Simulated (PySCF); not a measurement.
C2Cl4F2.
SMILES: `FC(Cl)(C(Cl)(F)Cl)Cl`

Torsions of this conformer, `[F:1][C:2]([Cl:3])([Cl:4])[C:5]([F:6])([Cl:7])[Cl:8]`: F1–C2–C5–F6 61°.

The closed-shell ground state was solved at several levels (PySCF, density fitting, gas phase, non-relativistic). Isolated species at its PBE0-D3(BJ)/def2-SVP geometry (one conformer only).

```json
{"level": "PBE0/def2-TZVP", "basis functions": "272", "HOMO (eV)": "-9.25", "LUMO (eV)": "-0.76", "gap (eV)": "8.49", "dipole (D)": "0.61"}
{"level": "PBE0/6-311+G(2d,p)", "basis functions": "248", "HOMO (eV)": "-9.30", "LUMO (eV)": "-1.01", "gap (eV)": "8.29", "dipole (D)": "0.69"}
{"level": "LC-wPBE/pcSseg-1", "basis functions": "164", "HOMO (eV)": "-12.25", "LUMO (eV)": "1.64", "gap (eV)": "13.89", "dipole (D)": "0.66"}
{"level": "PBE0/6-31G*", "basis functions": "128", "HOMO (eV)": "-9.23", "LUMO (eV)": "-0.74", "gap (eV)": "8.49", "dipole (D)": "0.35"}
{"level": "PBE0/pcSseg-0", "basis functions": "88", "HOMO (eV)": "-9.68", "LUMO (eV)": "-1.04", "gap (eV)": "8.64", "dipole (D)": "0.54"}
{"level": "KT2/pcSseg-1", "basis functions": "164", "HOMO (eV)": "-8.01", "LUMO (eV)": "-2.02", "gap (eV)": "5.99", "dipole (D)": "0.57"}
{"level": "PBE0/pcSseg-2", "basis functions": "316", "HOMO (eV)": "-9.34", "LUMO (eV)": "-0.85", "gap (eV)": "8.49", "dipole (D)": "0.65"}
{"level": "PBE0/def2-SVPD", "basis functions": "194", "HOMO (eV)": "-9.38", "LUMO (eV)": "-1.00", "gap (eV)": "8.38", "dipole (D)": "0.66"}
```

Task: Estimate the row for PBE0/pcSseg-1, a basis of 164 functions; the other rows only guide the guess.

Result: HOMO -9.40 eV, LUMO -0.83 eV, gap 8.57 eV, dipole 0.67 D.

Task: Over all these levels, which gives the widest orbital gap and which the narrowest?

Result: LC-wPBE/pcSseg-1 (range-separated hybrid) has the widest, 13.89 eV, and KT2/pcSseg-1 (GGA) the narrowest, 5.99 eV. The two share the basis. From the narrowest to the widest the HOMO moves by -4.24 eV and the LUMO by +3.66 eV.

Task: How much does the basis alone move the frontier levels among the 7 PBE0 rows (the withheld one included)?

Result: The HOMO by 0.45 eV and the LUMO by 0.30 eV. By rising basis size (HOMO, LUMO in eV): pcSseg-0 -9.68, -1.04; 6-31G* -9.23, -0.74; pcSseg-1 -9.40, -0.83; def2-SVPD -9.38, -1.00; 6-311+G(2d,p) -9.30, -1.01; def2-TZVP -9.25, -0.76; pcSseg-2 -9.34, -0.85.

Task: How far do the dipole and the HOMO energy spread over the levels?

Result: The dipole runs from 0.35 to 0.69 D (mean 0.60 D) and the HOMO from -12.25 to -8.01 eV.
